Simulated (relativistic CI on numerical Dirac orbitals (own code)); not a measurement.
**Yb³⁺: 4f valence photoemission**

Computed with this model: Dirac-Coulomb-Breit CI, orbitals from a KLI potential per configuration, QED by a radiative potential, multiplet model of photoemission in the sudden approximation, unscaled Slater integrals; configurations [Xe] 4f13 → [Xe] 4f12; 80 K; Lorentzian 0.21 eV and Gaussian 0.3 eV FWHM. Energies are those of the free ion, without screening or charge transfer. The energies are binding energies and can lie tens of eV above those of solids. S is read from ⟨S²⟩ = S(S + 1).

Field parameters in Wybourne normalisation; cubic f-shell fields have B⁴₄ = √(5/14) B⁴₀ and B⁶₄ = −√(7/2) B⁶₀. The field is a parameter set, without covalency.

free ion: ground-state S = 0.50, centroid 41.63 eV. Peaks (eV, height): 39.4 (100), 40.3 (93), 41.3 (41), 41.7 (52), 42.3 (11), 44.0 (25), 44.8 (58), 45.5 (29).

C2v, B20 = 770, B22 = -230, B40 = -780, B42 = -570, B44 = -270, B60 = 330, B62 = 160, B64 = 80, B66 = -330 cm⁻¹: ground-state S = 0.50, centroid 41.63 eV. Peaks (eV, height): 39.4 (100), 40.4 (89), 41.3 (40), 41.7 (50), 42.4 (11), 44.0 (25), 44.8 (56), 45.5 (28).

Oh, B40 = -2120, B60 = -500 cm⁻¹: ground-state S = 0.50, centroid 41.63 eV. Peaks (eV, height): 39.4 (100), 40.4 (83), 41.3 (37), 41.7 (49), 42.4 (11), 44.0 (24), 44.9 (52), 45.5 (26).

Strongest unbroadened transitions for C2v, B20 = 770, B22 = -230, B40 = -780, B42 = -570, B44 = -270, B60 = 330, B62 = 160, B64 = 80, B66 = -330 cm⁻¹:

| Energy (eV) | Relative strength |
| --- | --- |
| 39.36 | 97.8 |
| 39.37 | 100.0 |
| 39.38 | 38.4 |
| 39.39 | 43.6 |
| 39.42 | 42.3 |
| 40.27 | 58.2 |
| 40.28 | 65.3 |
| 40.31 | 60.2 |
| 40.54 | 71.0 |
| 40.55 | 33.7 |
| 41.22 | 46.3 |
| 41.63 | 36.5 |
| 41.64 | 39.1 |
| 41.79 | 46.2 |
| 43.96 | 43.3 |
| 44.80 | 42.2 |
| 44.81 | 45.7 |
| 44.83 | 28.8 |
